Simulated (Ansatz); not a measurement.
This geometry of CH$_{6}$BClFN (11 atoms, charge 0, multiplicity 1) is a first-order saddle point.

Computed with RKS r2SCAN/def2-SVP in Ansatz 0.2.0.

```xyz
11
Properties=species:S:1:pos:R:3
B 0.090 -0.389 -0.026
F -0.215 0.189 1.689
Cl 1.613 0.434 -0.527
C -1.248 -0.107 -0.794
H -2.117 -0.585 -0.314
H -1.448 0.972 -0.865
H -1.175 -0.491 -1.826
N 0.314 -1.740 0.620
H -0.363 -2.469 0.402
H 1.265 -2.104 0.588
H 0.018 -0.874 1.657
```

(1) Which two structures does it join? (They come from a converged band through this point; their orientation in space is the band's.)

(2) How far does it lie above each of them?

Answers

(1) Bonds broken: B1–F2, N8–H11. Bonds formed: F2–H11. CH6BClFN becomes CH5BClN + FH.

First end point:

```xyz
11
Properties=species:S:1:pos:R:3
B -0.108 -0.097 0.315
F -0.499 0.434 1.530
Cl 1.539 0.607 -0.257
C -1.228 -0.137 -0.816
H -2.157 -0.620 -0.461
H -1.495 0.894 -1.097
H -0.906 -0.644 -1.740
N 0.320 -1.654 0.713
H -0.481 -2.180 1.074
H 0.706 -2.147 -0.095
H 1.044 -1.619 1.436
```

Last end point:

```xyz
11
Properties=species:S:1:pos:R:3
B 0.159 -0.611 -0.384
F -0.258 0.184 2.312
Cl 1.632 0.285 -0.836
C -1.242 -0.142 -0.887
H -2.075 -0.734 -0.479
H -1.406 0.915 -0.626
H -1.283 -0.198 -1.988
N 0.344 -1.746 0.444
H -0.409 -2.413 0.590
H 1.268 -2.123 0.630
H 0.005 -0.581 1.828
```

(2) 33.6 kcal/mol above the first and 9.8 kcal/mol above the second. This is the barrier of this one path; another mechanism may lie lower. The orbitals stay closed-shell, which can raise the energy where a bond breaks towards radicals; this wasn't checked here.

Run time: 3.4 min on 4 threads of Arm Neoverse V2 (shared host), peak memory 0.18 GiB.
